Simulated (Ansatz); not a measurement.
Input file for Ansatz (an electronic-structure program): U-r2SCAN/def2-TZVPP on H3In (SMILES [InH3]), a point of a bond scan (R = 3.028 Å). Elements past Kr take the def2 small-core potentials; no spin–orbit coupling.

Ansatz 0.2 input:
```yaml
crystal:
  periodic: [false, false, false]
  atoms:
    - {symbol: In, position_ang: [-0.00000000, 0.00000000, 0.00000000]}
    - {symbol: H, position_ang: [1.20163505, -0.83016243, 2.65303862]}
    - {symbol: H, position_ang: [-0.39135161, 1.66043977, -0.29090875]}
    - {symbol: H, position_ang: [-0.29529699, -1.18606124, -1.22511332]}
basis:
  gaussian:
    orbitals: def2-TZVPP
hamiltonian:
  xc: {name: r2SCAN}
magnetization: {spin_polarized: true, initial_magnetization: 0}
```

Question: Give the final energy of this run.

Answer: -191.8674 hartree. Its determinant has ⟨S²⟩ = 0.52, a mixture of spin states.

Question: How many basis functions does it have, and what does it roughly cost on one machine?

Answer: 92 functions; roughly 6 core-seconds.
